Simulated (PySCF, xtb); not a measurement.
C3H6FNSi, SMILES F[C@H]1C[SiH2]C=N1.

GFN2-xTB in xtb at its own geometry gives an orbital gap of 2.71 eV and a dipole moment of 4.15 D.

Geometry optimised at PBE-D3(BJ)/def2-SVP. The structure was generated by enumeration; whether it is a known compound was not checked. The values are those of a single conformer.

Task: What does PySCF with r2SCAN/def2-TZVP give? (The exact figures need the calculation; the answer reports its results.)

Result: gap 4.17 eV (levels -6.35 and -2.18 eV), dipole 2.86 D.
